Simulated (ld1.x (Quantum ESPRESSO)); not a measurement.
## Reading a pseudo-wave (potassium)

Columns: radius, all-electron u(r) and pseudo u(r) of the 3s shell (level -36.35 eV) of potassium in the configuration [Ne] 3s2 3p6 3d0.5 4s0.5 4p0; PBE, scalar-relativistic, TM scheme, ld1.x (Quantum ESPRESSO) 7.5.

```tsv
r (bohr)	all-electron	pseudo
0.210	-0.4433	0.2503
0.420	-0.1954	0.4834
0.630	0.4531	0.6821
0.840	0.8557	0.8274
1.050	0.9820	0.8990
1.260	0.9355	0.8848
1.470	0.8102	0.7945
1.680	0.6639	0.6619
1.890	0.5252	0.5252
2.100	0.4059	0.4059
2.310	0.3087	0.3087
2.520	0.2320	0.2320
2.730	0.1729	0.1729
2.940	0.1281	0.1281
3.150	0.0944	0.0944
3.360	0.0692	0.0692
3.570	0.0506	0.0506
3.780	0.0368	0.0368
3.990	0.0268	0.0268
4.200	0.0195	0.0195
4.410	0.0141	0.0141
4.620	0.0102	0.0102
4.830	0.0074	0.0074
5.040	0.0053	0.0053
5.250	0.0039	0.0039
5.460	0.0028	0.0028
```

Question: How many radial nodes do the two functions have?

Answer: The all-electron 3s function has n − l − 1 = 2 (the table is too coarse to show those close to the nucleus); the pseudo-wave has 0, since the states of the same l below it are removed with the core.

Question: At about which radius was the pseudo-wave matched?

Answer: 2.05 bohr, where the columns begin to agree (steps of 0.21 bohr).

Question: Is the pseudo-wave norm-conserving?

Answer: Yes: the TM scheme keeps the norm inside the radius equal to the all-electron one, which fixes the energy derivative of the logarithmic derivative at the level.
